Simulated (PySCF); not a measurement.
Geometries of 2 isomers of C3H5FSe, from PBE0-D3(BJ)/def2-SVP geometry optimisation, gas phase in PySCF. One conformer each, no zero-point energy, no frequencies.

Problem. Which isomer lies lower at this level?
A.
```xyz
10
angstrom
C     -1.143    0.402    0.005
C      0.010   -0.578    0.034
C      1.380    0.003   -0.035
F      2.290   -0.957    0.053
Se     1.863    1.678   -0.218
H     -1.141    0.989   -0.924
H     -2.099   -0.136    0.076
H     -1.080    1.113    0.842
H     -0.054   -1.301   -0.802
H     -0.012   -1.208    0.943
```
B.
```xyz
10
angstrom
C      1.301    0.081    0.050
C     -0.050    0.651   -0.190
Se    -0.358    2.310   -0.709
C     -1.209   -0.279    0.038
F     -0.805   -1.529    0.426
H      2.088    0.821   -0.134
H      1.369   -0.298    1.084
H      1.453   -0.803   -0.593
H     -1.870    0.142    0.815
H     -1.800   -0.365   -0.890
```

Solution. A. That is `C(=[Se])(CC)F`, 7.2 kcal/mol below the other.

| SMILES | atoms numbered as above | E (Eh) | relative (kcal/mol) | relative (kJ/mol) | dipole (D) |
| --- | --- | --- | --- | --- | --- |
| CCC(F)=[Se] | [CH3:1][CH2:2][C:3]([F:4])=[Se:5] | -2617.73439 | 0.0 | 0.0 | 2.46 |
| CC(=[Se])CF | [CH3:1][C:2](=[Se:3])[CH2:4][F:5] | -2617.72285 | 7.2 | 30.3 | 1.02 |
